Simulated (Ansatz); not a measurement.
Basis-set extrapolation for CH₅AlFN (PBE0-D4/def2-TZVP geometry, frozen core, Ansatz). Multiplicity 1, RHF reference.

```json
{"": "HF", "def2-TZVPP": "-436.718080", "def2-QZVPP": "-436.735199"}
{"": "MP2 correlation", "def2-TZVPP": "-0.705888", "def2-QZVPP": "-0.762899"}
{"": "CCSD(T) correlation", "def2-TZVPP": "-0.765078", "def2-QZVPP": "not run"}
```

Energies in hartree. Use E(X) = E(∞) + A·exp(−7.88·√X) for Hartree–Fock and E(X) = E(∞) + B·X^(−2.97) for correlation, with X = 3 and 4, and add CCSD(T) minus MP2 of the smaller set to the MP2 limit.

**Question.** What is the CCSD(T) energy at the basis-set limit?

**Answer.** HF limit: -436.735199 + (-0.017119) × 0.13774 = -436.73756. MP2 limit: -0.762899 + (-0.057011) × 0.74074 = -0.80513. Higher-order term: -0.765078 − (-0.705888) = -0.05919. Total: -437.60188 hartree, 74.5 kcal/mol below CCSD(T)/def2-TZVPP.
